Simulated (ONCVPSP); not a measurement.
What one change does to a pseudopotential (copper, ONCV)

ONCVPSP 4.0.1 input, shortened (lines: element, Z, core and valence counts, functional; n l f; lmax; l rc ep ncon nbas qcut; lloc lpopt rc5 dvloc0; l nproj debl; icmod fcfact rcfact), PBE, scalar-relativistic:

```
  Cu 29.00    3    4        4      upf
    1    0    2.00
    2    0    2.00
    2    1    6.00
    3    0    2.00
    3    1    6.00
    3    2   10.00
    4    0    1.00
    2
    0    1.25    0.00    3    6    8.10
    1    0.90    0.00    4    9   15.70
    2    1.30    0.00    3    8   12.80
    4    5    0.85    0.00
    0    2    2.80
    1    2    3.60
    2    3    0.70
    0    0.00    0.00
```

All-electron outer shells of the reference configuration (PBE, scalar-relativistic, ld1.x):

```tsv
shell	level (eV)	outermost node (bohr)	outermost maximum (bohr)
2p	-916.98	–	0.16
3s	-114.70	0.29	0.61
3p	-72.14	0.26	0.62
3d	-5.04	–	0.60
4s	-4.61	0.89	2.27
```

Change: p: qcut 13.5.

Cutoffs: the cutoffs (Ha) at which the residual kinetic energy of the hardest occupied pseudo-wave falls to 1 and 0.1 mHa per electron; they do not see the model core or the augmentation charge, which bear on the density cutoff. Errors are all-electron minus pseudo energies relative to the spin-unpolarised reference configuration.

Predict the effect on cutoff, ghosts and configuration errors.

The potential gets softer (66 Ha and 89 Ha → 61 Ha and 70 Ha); the errors of the 3 common tests hardly move; neither file shows a bound ghost. The waves are optimised to have the least kinetic energy above qcut, so the cutoff follows it (qcut²/2 in Ha).

| quantity | base | changed |
| --- | --- | --- |
| cutoff, loose | 66 Ha | 61 Ha |
| cutoff, tight | 89 Ha | 70 Ha |
| loose cutoff by channel | s 16 Ha, p 66 Ha, d 61 Ha | s 16 Ha, p 43 Ha, d 61 Ha |
| bound ghosts | none | none |
| GHOST(+) flags under 300 eV | none | none |
| tests with a reliable result | 3 of 4 | 3 of 4 |
| error for 3s2 3p6 3d10 4s0, meV [ΔE 8.15 eV] | +4.3 | +4.3 |
| error for 3s2 3p6 3d9 4s0, meV [ΔE 29.48 eV] | +0.9 | +0.9 |
| error for 3s1 3p6 3d10 4s1, meV [ΔE 122.23 eV] | -283 | -288 |
| s: phases at 1.27 bohr within 0.05 rad from the reference energy up to (Ha; the scan ends near 5) | to the end of the scan | to the end of the scan |
| p: phases at 0.91 bohr within 0.05 rad from the reference energy up to (Ha; the scan ends near 5) | to the end of the scan | to the end of the scan |
| d: phases at 1.32 bohr within 0.05 rad from the reference energy up to (Ha; the scan ends near 5) | to the end of the scan | to the end of the scan |
